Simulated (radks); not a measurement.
Ionisation of the bismuth ion Bi72+, [Ne] 3s1, to [Ne] as the strength of local exchange is varied. Calculated with a radial shooting solver on a logarithmic mesh with Libxc functionals: Dirac Kohn-Sham, Slater X-alpha exchange (alpha = 2/3 is LDA exchange), no correlation, spin-unpolarised, spherical densities, point nucleus.

alpha,E(Bi72+) (hartree),exchange (hartree),IE (eV),-e of the level emptied (eV),<r> of it (bohr)
0.667,-14671.8650,-152.5779,9442.0,9374.5 (3s1/2),0.1566
0.75,-14690.8602,-171.7221,9457.9,9391.7 (3s1/2),0.1564
0.775,-14696.5850,-177.4952,9462.7,9396.8 (3s1/2),0.1564
0.836,-14710.5603,-191.5951,9474.4,9409.5 (3s1/2),0.1562
0.96,-14738.9982,-220.3153,9498.3,9435.1 (3s1/2),0.1559

NIST Atomic Spectra Database: 9430 +/- 70 eV (theoretical). The central value is not met in this range of alpha. Spin polarisation and multiplet splitting are left out, so open shells lie too high by an amount that depends on their filling.

Beside tabulated values, note that spin-unpolarised runs miss the spin-polarisation part of the exchange energy of open shells.
